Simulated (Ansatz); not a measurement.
InMe2(acnac) (C7H14InNO). Total charge 0; triplet. Geometry PBE-D4/def2-SVP, that of the neutral singlet; atoms count from 1.

Cartesian coordinates in Å:
```
In -1.4606 0.3699 -0.9874
C -1.1327 1.9959 -2.3942
H -0.1748 2.4933 -2.1454
H -1.9515 2.7397 -2.3401
H -1.0768 1.6081 -3.4313
C -3.1463 -0.8714 -0.3966
H -2.8261 -1.5409 0.4254
H -3.5034 -1.4873 -1.2463
H -3.9866 -0.2416 -0.0424
O -0.6201 1.0970 0.9154
C 0.4551 0.7134 1.5051
C 0.7353 1.4119 2.8201
C 1.3638 -0.2666 1.0518
C 1.3062 -1.0319 -0.1442
C 2.4352 -2.0112 -0.4019
N 0.3431 -0.9477 -1.0564
H 1.6750 1.0820 3.3000
H 0.7755 2.5075 2.6505
H -0.1107 1.2348 3.5162
H 2.2288 -0.4586 1.7003
H 3.1528 -2.0566 0.4373
H 2.9924 -1.7225 -1.3179
H 2.0319 -3.0313 -0.5716
H 0.4945 -1.5859 -1.8462
```

In the def2 sets In takes a core potential; there is no spin–orbit coupling. At PBE0-D4/def2-TZVP a singlet of charge 0 lies 2.85 eV below the triplet at the same geometry.

(1) Estimate the Mulliken populations from the PBE0/def2-TZVP orbitals of Ansatz.

(2) Where does the spin sit?

(3) And the Mayer bond orders between bonded heavy atoms (over 0.3)?

Answers

(1) 
```
atom  charge (e)  spin (α − β)
 In1        0.96         -0.02
  C2       -0.69          0.02
  H3        0.15          0.00
  H4        0.14          0.00
  H5        0.13          0.00
  C6       -0.68          0.02
  H7        0.15          0.00
  H8        0.14          0.00
  H9        0.14          0.00
 O10       -0.47          0.29
 C11        0.24          0.38
 C12       -0.40         -0.05
 C13       -0.16          0.55
 C14        0.14          0.28
 C15       -0.42         -0.04
 N16       -0.46          0.50
 H17        0.11          0.00
 H18        0.13          0.03
 H19        0.13          0.03
 H20        0.13         -0.03
 H21        0.12          0.00
 H22        0.13          0.03
 H23        0.12          0.02
 H24        0.22         -0.02
```
Mulliken values and Mayer orders depend strongly on the basis.

(2) Summed by element: In -0.02, C 1.17, H 0.06, O 0.29, N 0.50, of 2 unpaired in all. Largest on single atoms: C13 0.55, N16 0.50, C11 0.38.

(3) In1–C2 0.89 (2.17 Å); In1–C6 0.89 (2.18 Å); In1–O10 0.40 (2.20 Å); In1–N16 0.43 (2.23 Å); O10–C11 1.42 (1.28 Å); C11–C12 0.99 (1.52 Å); C11–C13 1.25 (1.41 Å); C13–C14 1.31 (1.42 Å); C14–C15 0.98 (1.52 Å); C14–N16 1.38 (1.33 Å).
